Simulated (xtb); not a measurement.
xtb job for Te(Et)(SH) (C₂H₆STe), SMILES CC[Te]S, GFN2-xTB. 

```
$ xtb mol.xyz --gfn 2 --sp --chrg 0 --uhf 0 --json
$ cat mol.xyz
10

Te     0.07729158    -0.04861450     0.72011891
C      0.76940745    -1.39543659    -0.85666598
C      1.46578515    -0.66757739    -1.98417536
H     -0.09033631    -1.94985015    -1.22579300
H      1.44006956    -2.08966771    -0.35851096
H      2.35514846    -0.15359545    -1.62587058
H      0.80056647     0.06765222    -2.43317409
H      1.76359885    -1.37363499    -2.75837881
S     -1.32889778     1.24306663    -0.71142064
H     -2.43700035     0.51606751    -0.61667745
```

Output:

```
[banner left out]
          |                Calculation Setup                |
           -------------------------------------------------



           -------------------------------------------------
          |                 G F N 2 - x T B                 |
           -------------------------------------------------

        Reference                      10.1021/acs.jctc.8b01176
      * Hamiltonian:
        H0-scaling (s, p, d)           1.850000    2.230000    2.230000
        zeta-weighting                 0.500000
      * Dispersion:
        s8                             2.700000
        a1                             0.520000
        a2                             5.000000
        s9                             5.000000
      * Repulsion:
        kExp                           1.500000    1.000000
        rExp                           1.000000
      * Coulomb:
        alpha                          2.000000
        third order                    shell-resolved
        anisotropic                    true
        a3                             3.000000
        a5                             4.000000
        cn-shift                       1.200000
        cn-exp                         4.000000
        max-rad                        5.000000


          ...................................................
          :                      SETUP                      :
          :.................................................:
          :  # basis functions                  34          :
          :  # atomic orbitals                  32          :
          :  # shells                           16          :
          :  # electrons                        26          :
          :  max. iterations                   250          :
          :  Hamiltonian                  GFN2-xTB          :
          :  restarted?                      false          :
          :  GBSA solvation                  false          :
          :  PC potential                    false          :
          :  electronic temp.          300.0000000     K    :
          :  accuracy                    1.0000000          :
          :  -> integral cutoff          0.2500000E+02      :
          :  -> integral neglect         0.1000000E-07      :
          :  -> SCF convergence          0.1000000E-05 Eh   :
          :  -> wf. convergence          0.1000000E-03 e    :
          :  Broyden damping             0.4000000          :
          :  net charge                          0          :
          :  unpaired electrons                  0          :
          ...................................................

 iter      E             dE          RMSdq      gap      omega  full diag
   1    -13.7741782 -0.137742E+02  0.695E+00    3.41       0.0  T
   2    -13.7751905 -0.101236E-02  0.667E+00    3.32       1.0  T
   3    -13.7930847 -0.178942E-01  0.247E+00    3.67       1.0  T
   4    -13.7670342  0.260504E-01  0.415E+00    3.30       1.0  T
   5    -13.8013302 -0.342960E-01  0.874E-01    3.55       1.0  T
   6    -13.8027194 -0.138927E-02  0.152E-01    3.60       1.0  T
   7    -13.8027261 -0.661432E-05  0.109E-01    3.61       1.0  T
   8    -13.8027308 -0.469377E-05  0.416E-02    3.61       1.0  T
   9    -13.8027311 -0.337976E-06  0.339E-02    3.61       1.0  T
  10    -13.8027314 -0.294099E-06  0.447E-03    3.61       7.1  T
  11    -13.8027314 -0.104744E-08  0.106E-03    3.61      29.7  T
  12    -13.8027314 -0.224337E-08  0.525E-04    3.61      60.2  T
  13    -13.8027314 -0.321903E-09  0.580E-05    3.61     545.4  T

   *** convergence criteria satisfied after 13 iterations ***

         #    Occupation            Energy/Eh            Energy/eV
      -------------------------------------------------------------
         1        2.0000           -0.8423697             -22.9220
       ...           ...                  ...                  ...
         7        2.0000           -0.4965443             -13.5117
         8        2.0000           -0.4782128             -13.0128
         9        2.0000           -0.4565511             -12.4234
        10        2.0000           -0.4431923             -12.0599
        11        2.0000           -0.4311716             -11.7328
        12        2.0000           -0.3836503             -10.4397
        13        2.0000           -0.3743610             -10.1869 (HOMO)
        14                         -0.2417958              -6.5796 (LUMO)
        15                         -0.1987553              -5.4084
        16                         -0.1541787              -4.1954
        17                         -0.0165342              -0.4499
        18                         -0.0099871              -0.2718
       ...                                ...                  ...
        32                          0.7234574              19.6863
      -------------------------------------------------------------
                  HL-Gap            0.1325651 Eh            3.6073 eV
             Fermi-level           -0.3080784 Eh           -8.3832 eV

 SCC (total)                   0 d,  0 h,  0 min,  0.009 sec
 SCC setup                      ...        0 min,  0.000 sec (  1.548%)
 Dispersion                     ...        0 min,  0.000 sec (  0.523%)
 classical contributions        ...        0 min,  0.000 sec (  0.237%)
 integral evaluation            ...        0 min,  0.001 sec ( 14.602%)
 iterations                     ...        0 min,  0.005 sec ( 54.780%)
 molecular gradient             ...        0 min,  0.002 sec ( 27.198%)
 printout                       ...        0 min,  0.000 sec (  0.975%)

         :::::::::::::::::::::::::::::::::::::::::::::::::::::
         ::                     SUMMARY                     ::
         :::::::::::::::::::::::::::::::::::::::::::::::::::::
         :: total energy             -13.683733799183 Eh    ::
         :: gradient norm              0.000228182973 Eh/a0 ::
         :: HOMO-LUMO gap              3.607280121857 eV    ::
         ::.................................................::
         :: SCC energy               -13.802725185944 Eh    ::
         :: -> isotropic ES            0.006519402710 Eh    ::
         :: -> anisotropic ES          0.001327265130 Eh    ::
         :: -> anisotropic XC          0.004547872677 Eh    ::
         :: -> dispersion             -0.006908957534 Eh    ::
         :: repulsion energy           0.118991386761 Eh    ::
         :: add. restraining           0.000000000000 Eh    ::
         :: total charge              -0.000000000000 e     ::
         :::::::::::::::::::::::::::::::::::::::::::::::::::::

           -------------------------------------------------
          |                Property Printout                |
           -------------------------------------------------

    * Orbital Energies and Occupations

         #    Occupation            Energy/Eh            Energy/eV
      -------------------------------------------------------------
         1        2.0000           -0.8423697             -22.9220
         2        2.0000           -0.7113693             -19.3573
         3        2.0000           -0.6205713             -16.8866
         4        2.0000           -0.5752731             -15.6540
         5        2.0000           -0.5162841             -14.0488
         6        2.0000           -0.5006168             -13.6225
         7        2.0000           -0.4965443             -13.5117
         8        2.0000           -0.4782128             -13.0128
         9        2.0000           -0.4565511             -12.4234
        10        2.0000           -0.4431923             -12.0599
        11        2.0000           -0.4311716             -11.7328
        12        2.0000           -0.3836503             -10.4397
        13        2.0000           -0.3743610             -10.1869 (HOMO)
        14                         -0.2417958              -6.5796 (LUMO)
        15                         -0.1987553              -5.4084
        16                         -0.1541787              -4.1954
        17                         -0.0165342              -0.4499
        18                         -0.0099871              -0.2718
        19                          0.0004300               0.0117
        20                          0.0133463               0.3632
        21                          0.0245484               0.6680
        22                          0.0442778               1.2049
        23                          0.0821387               2.2351
        24                          0.1471471               4.0041
       ...                                ...                  ...
        32                          0.7234574              19.6863
      -------------------------------------------------------------
                  HL-Gap            0.1325651 Eh            3.6073 eV
             Fermi-level           -0.3080784 Eh           -8.3832 eV

     #   Z          covCN         q      C6AA      α(0)
     1  52 Te       1.813     0.099   413.648    37.593
     2   6 C        3.711    -0.064    21.866     6.682
     3   6 C        3.779    -0.099    22.403     6.743
     4   1 H        0.925     0.035     2.517     2.481
     5   1 H        0.926     0.028     2.614     2.528
     6   1 H        0.925     0.040     2.454     2.450
     7   1 H        0.925     0.048     2.343     2.394
     8   1 H        0.925     0.037     2.489     2.467
     9  16 S        1.821    -0.288   153.475    20.852
    10   1 H        0.923     0.163     1.309     1.789

 Mol. C6AA /au·bohr⁶  :       2597.343073
 Mol. C8AA /au·bohr⁸  :     138634.200914
 Mol. α(0) /au        :         85.979953


Wiberg/Mayer (AO) data.
largest (>0.10) Wiberg bond orders for each atom

 ---------------------------------------------------------------------------
     #   Z sym  total        # sym  WBO       # sym  WBO       # sym  WBO
 ---------------------------------------------------------------------------
     1  52 Te   2.133 --     9 S    1.134     2 C    0.945
     2   6 C    3.990 --     3 C    1.040     5 H    0.985     4 H    0.982
                             1 Te   0.945
     3   6 C    3.995 --     2 C    1.040     6 H    0.987     7 H    0.985
                             8 H    0.977
     4   1 H    0.999 --     2 C    0.982
     5   1 H    0.999 --     2 C    0.985
     6   1 H    0.998 --     3 C    0.987
     7   1 H    0.998 --     3 C    0.985
     8   1 H    0.999 --     3 C    0.977
     9  16 S    2.135 --     1 Te   1.134    10 H    0.950
    10   1 H    0.974 --     9 S    0.950
 ---------------------------------------------------------------------------

Topologies differ in total number of bonds
Writing topology from bond orders to xtbtopo.mol

molecular dipole:
                 x           y           z       tot (Debye)
 q only:        0.064      -0.574       0.169
   full:        0.210      -0.968       0.114       2.536
molecular quadrupole (traceless):
                xx          xy          yy          xz          yz          zz
 q only:        2.232       1.368      -2.464      -0.692       1.280       0.232
  q+dip:        3.343       2.610      -2.379      -1.228       2.528      -0.964
   full:        2.962       0.803      -2.577      -0.839       2.698      -0.385


           -------------------------------------------------
          | TOTAL ENERGY              -13.683733799183 Eh   |
          | GRADIENT NORM               0.000228182973 Eh/α |
          | HOMO-LUMO GAP               3.607280121857 eV   |
           -------------------------------------------------

------------------------------------------------------------------------
------------------------------------------------------------------------
Note: The following floating-point exceptions are signalling: IEEE_UNDERFLOW_FLAG IEEE_DENORMAL
normal termination of xtb
 total:
 SCF:
```

The run converged.

Cost: about 0.04 core-seconds (a rough figure).
